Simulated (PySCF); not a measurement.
Relaxation of sextet RhF₄

All numbers come from UPBE0/[Rh def2-SVP with ECP28, F def2-SVP], scalar-relativistic core potentials, density fitting, no spin–orbit coupling, PySCF. A (50,194) grid was used.

A hand-made square planar start, of D4h symmetry, held to at least that symmetry:

```xyz
5
charge 0 multiplicity 6, angstrom
Rh    0.0000    0.0000    0.0000
F     1.8900    0.0000    0.0000
F     0.0000    1.8900    0.0000
F    -1.8900    0.0000    0.0000
F     0.0000   -1.8900    0.0000
```

Optimiser trace:
| step | E − E(last) (kJ/mol) | largest gradient (Eh/bohr) |
| --- | --- | --- |
| 0 | 4.80 | 0.01604 |
| 1 | 0.07 | 0.00172 |
| 2 | 0.00 | 0.00016 |
| 3 | 0.00 | 0.00000 |

It ends at D4h with Rh–F 1.922 Å (×4); F–Rh–F 90.0° (×4), F–Rh–F 180.0° (×2) (after a last refinement on a finer grid). A frequency run shows 2 imaginary modes, down to 171i cm⁻¹, so it is a higher-order saddle point. Other isomers or separated fragments may lie lower.

Other spin states or occupations of the open shell can lie lower. At this level a quartet minimum of D4h symmetry lies 276 kJ/mol below this structure.
